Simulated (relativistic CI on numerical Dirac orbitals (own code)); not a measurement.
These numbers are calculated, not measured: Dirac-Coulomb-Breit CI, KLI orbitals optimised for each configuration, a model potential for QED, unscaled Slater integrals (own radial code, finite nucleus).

The strongest absorption lines from the ground level of an ion, among the configurations computed and to levels below about 494 eV (vacuum wavelength in nm, gf): 5.0140 (0.37), 5.0246 (0.079), 5.3057 (1), 5.3111 (2.7), 5.3367 (3.1), 6.9926 (1), 7.0899 (0.25), 7.2937 (1.2).

Q: Which ion is it?
A. Lu XXXIX
B. Ir XLV
C. Er XXXVI
D. Lu XXXVII

A: A. Lu XXXIX has 33 electrons and the ground level 4s²4p³ ²P°3/2; the strongest line goes to 4s²4p²4d ²D5/2. The pattern of lines fixes the number of electrons, and along that sequence the line energies rise steadily with the charge (about as its square where n changes within one kind of shell, about linearly where n is kept but much faster in heavy ions where fine structure, which grows about as Z⁴, sets the gap, and irregularly where shells cross), which fixes Z. Configurations outside the model, such as inner-shell arrays, can give stronger lines. At this charge energies of transitions that change n are usually good to better than 1 %, and those within a shell (Δn = 0) to a few per cent.

LS names give the leading component of a level, which can be under half, so a name can repeat, a term be missing and a line seem to break the LS rules.
